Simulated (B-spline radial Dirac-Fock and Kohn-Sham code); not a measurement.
**Dipole and non-dipole photoemission parameters of Sr 3s**

System: neutral strontium, [Kr] 5s2; threshold 358.7 eV (tabulated edge). The computed values come from a radial atomic solver: Dirac-Hartree-Slater photoionisation with a Latter tail; cross sections with all multipoles, angular parameters from the dipole term and its interference with E2.

For linearly polarised light dσ/dΩ = σ/(4π) [1 + β P₂(cos θ) + (δ + γ cos²θ) sin θ cos φ], with θ from the polarisation vector and φ the angle between the beam and the projection of the electron momentum on the plane normal to the polarisation.

| hν (eV) | σ (kb) | β | γ |
| --- | --- | --- | --- |
| 400 | 166 | 1.993 | 0.491 |
| 421 | 157 | 1.993 | 0.496 |
| 435 | 152 | 1.993 | 0.491 |
| 670 | 90.2 | 1.996 | 0.324 |
| 800 | 70.0 | 1.996 | 0.233 |
| 894 | 59.3 | 1.996 | 0.178 |
| 1040 | 46.9 | 1.997 | 0.106 |
| 1160 | 39.3 | 1.997 | 0.059 |
| 1270 | 33.8 | 1.997 | 0.023 |
| 1620 | 22.2 | 1.997 | -0.050 |
| 2090 | 14.1 | 1.997 | -0.083 |
| 2650 | 9.00 | 1.998 | -0.065 |
| 3090 | 6.68 | 1.998 | -0.026 |
| 3850 | 4.32 | 1.998 | 0.069 |
| 3910 | 4.19 | 1.998 | 0.077 |
| 4000 | 4.00 | 1.998 | 0.090 |
| 5414.7 | 2.14 | 1.998 | 0.308 |
| 5680 | 1.93 | 1.998 | 0.350 |
| 6400 | 1.50 | 1.998 | 0.465 |
| 9251.7 | 0.662 | 1.997 | 0.897 |
| 12000 | 0.363 | 1.997 | 1.275 |
| 12900 | ? | ? | ? |
| 15000 | 0.213 | 1.996 | 1.643 |

Q: Give the values at 12900 eV.

A: σ = 0.306 kb, β = 1.997, γ = 1.390. For an s subshell δ is negligible.
